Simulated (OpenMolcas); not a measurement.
**Cr2+, Mo2+, W2+: d4 down the group**

```yaml
Program: OpenMolcas 26.06
Method: SS-CASPT2, IPEA 0.25 Eh, imaginary shift 0.1 Eh
Basis: ANO-RCC-VTZP
Scalar_Hamiltonian: DKH2, point nucleus
Spin-orbit_coupling: RASSI with atomic mean-field integrals over the reference wave functions, term energies averaged over their components
```

Active space for each ion: 4 electrons in 10 orbitals (d d); closed shells correlated by CASPT2: Cr2+ 3s 3p; Mo2+ 4s 4p; W2+ 5s 5p.

Computed levels in cm-1 above 5D0:

| Level | Cr2+ | Mo2+ | W2+ |
| --- | --- | --- | --- |
| 5D1 | 67.0 | 238 | 2380 |
| 5D2 | 199 | 662 | 4710 |
| 5D3 | 390 | 1219 | 6670 |
| 5D4 | 637 | 1874 | 8250 |
| 3P0(1) | 17260 | 11920 | 11540 |
| 3P1(1) | 17660 | 13150 | 15370 |
| 3H4 | 17880 | 13700 | 15280 |
| 3H5 | 18030 | 14280 | 18540 |
| 3H6 | 18200 | 14830 | 20270 |
| weight of 5D in the lowest level (%) | 100 | 98 | 68 |

Mixed levels, with the weight of the term that names them: W2+ 5D0 (68 %), W2+ 3P0(1) (60 %), W2+ 3H4 (58 %).

Measured, with the error of the calculation in %. Measured levels: Cr2+ from Sugar and Corliss, J. Phys. Chem. Ref. Data 6, 317 (1977); Mo2+ from Sugar and Musgrove, J. Phys. Chem. Ref. Data 17, 155 (1988); W2+ from NIST levels as listed in McCann et al., Mon. Not. R. Astron. Soc. 538, 537 (2025).

| Level | Cr2+ | Mo2+ | W2+ |
| --- | --- | --- | --- |
| 5D1 | 62.2 (+7.7) | 242 (-1.7) | 2256 (+5.4) |
| 5D2 | 183 (+8.4) | 668 (-1.0) | 4461 (+5.5) |
| 5D3 | 357 (+9.5) | 1224 (-0.4) | 6278 (+6.2) |
| 5D4 | 576 (+10.6) | 1872 (+0.1) | 7687 (+7.3) |
| 3P0(1) | 16771 (+2.9) | 11149 (+6.9) | 9904 (+16.5) |
| 3P1(1) | 17169 (+2.9) | 12510 (+5.1) | 12881 (+19.3) |
| 3H4 | 17274 (+3.5) | 12680 (+8.1) | 13701 (+11.5) |
| 3H5 | 17397 (+3.6) | 13276 (+7.6) |  |
| 3H6 | 17531 (+3.8) | 13811 (+7.4) |  |

The fine-structure level 5D4 changes by a factor of 13 from Cr2+ to W2+.

Without spin-orbit coupling 3P(1) lies 17620, 12800, 9900 cm-1 above 5D in that order; the difference to the level 3P0(1), of either sign, comes from spin-orbit coupling, which also lowers the zero.

CASPT2 breaks the degeneracy within a term, and the mean is taken; among the terms shown or strongly mixed into the levels shown the widest spread is 240 cm-1 (5d4 1G(1), W2+). Over all roots computed the reference weight is 0.89 to 0.95 in W2+; the roots of lowest weight are the least certain, and an intruder state may touch them. Active for correlation alone: 4d; no level in the range computed is led by a configuration that fills it, so any true level of that kind is missing (holds for Cr2+). Active for correlation alone: 5d; no level in the range computed is led by a configuration that fills it, so any true level of that kind is missing (holds for Mo2+). Active for correlation alone: 6d; no level in the range computed is led by a configuration that fills it, so any true level of that kind is missing (holds for W2+). The CASPT2 spread within a term exceeds the gap to the next term for 5d4 3H and 5d4 3F(1), so the order of their levels is uncertain, and so are names and mixing where such terms share a J (holds for W2+). Some terms miss by over 15 % even with CASPT2, which points to a basis or an active space too small for the shells correlated (holds for W2+). Computed and measured levels are paired by configuration, term and J; levels that our copy of the source lacks, or whose pairing is in doubt (as where it misses far off the trend of its configuration), stay unpaired and out of the deviations. Levels of configurations outside the active space are missing.

A number in round brackets counts repeated terms of one configuration in the order of the reference energies.
